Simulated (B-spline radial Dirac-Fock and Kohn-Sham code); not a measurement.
Z = 44 (ruthenium), transition energy 727 keV. These are calculated numbers from a radial atomic solver; the model is a Dirac-Hartree-Slater potential of the neutral atom with a Latter tail (no hole, which puts coefficients of high multipoles low close above an edge), finite nucleus with surface currents. Subshells that would emit electrons below 1 keV are left out.

Problem. A pure transition shows α(K) = 0.0111, L1/L2 = 15.6 and L1/L3 = 33.4. What is its multipolarity?
A. M2
B. E4
C. E1
D. M1
E. M4
F. E3
G. E2
H. M3

Solution. H. For comparison, α(K), L1/L2, L1/L3 are E1 0.000636, 50.1, 31.0; E2 0.00167, 17.7, 22.0; E3 0.00393, 7.44, 14.5; E4 0.00888, 3.93, 9.61; M1 0.00171, 39.1, 98.1; M2 0.00465, 23.5, 77.6; M4 0.0256, 11.2, 15.8.
